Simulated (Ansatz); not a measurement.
```xyz
9

C    -0.0403   -0.3922   -0.3729
C     0.0459   -0.4407    1.1378
O    -0.0473    0.9122   -0.7930
H    -0.8666   -1.0062   -0.7298
H     0.8754   -0.9214   -0.7564
H    -0.0020   -1.4181    1.5487
H     0.9242    0.0589    1.5194
H    -0.8426    0.0703    1.5351
H    -0.0440    0.9291   -1.7657
```

Basis set: 6-31G (spherical functions). Left uncorrelated: 3 orbitals. Charge 0, multiplicity 1.

Computed with Ansatz (development build ahead of 0.2.0); each method stands on the lowest determinant of its kind that the runs found. Restricted open shells among the atoms or ions are ROHF, correlated in semicanonical orbitals with singles.

The atomization energy at this shape (free ground-state atoms in the same class of orbitals less the molecule, no zero-point energy) of singlet C₂H₆O:

| method | atomization energy |
| --- | --- |
| RHF-MP2 | 29.60 eV |

Question: What does RHF give?

Answer: 24.04 eV.

This basis has no polarisation functions and is too small for such energies, which can lie far from measured ones in either direction.
